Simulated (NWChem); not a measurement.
Species: BiH2F; SMILES [BiH2][F]

```xyz
4

Bi     0.0301     0.1940     0.0000
H     -1.2670     0.3787    -1.2772
H     -1.2670     0.3787     1.2772
F      0.0044    -1.8736     0.0000
```
Atoms are numbered in this order, from 1.

Geometry: optimised at PBE-D3(BJ)/def2-SVP. B3LYP is NWChem's, with the RPA form of VWN correlation. def2 effective core potentials on Bi; no spin-orbit coupling.

Symmetry labels are those of Cs in the frame above (b1 and b2, or b-type labels, depend on it).

Question: List the 4 lowest vertical singlet excitations from B3LYP/def2-SVPD with def2 effective core potentials on Bi, full TDDFT (NWChem).

Answer: 
```csv
state,energy (eV),oscillator strength,symmetry,leading excitation (squared amplitude)
S1,4.79,0.012,a',HOMO → LUMO (0.98)
S2,5.51,0.001,a",HOMO−1 → LUMO (0.99)
S3,6.39,0.122,a',HOMO → LUMO+2 (0.89)
S4,6.49,0.037,a",HOMO → LUMO+1 (0.78)
```
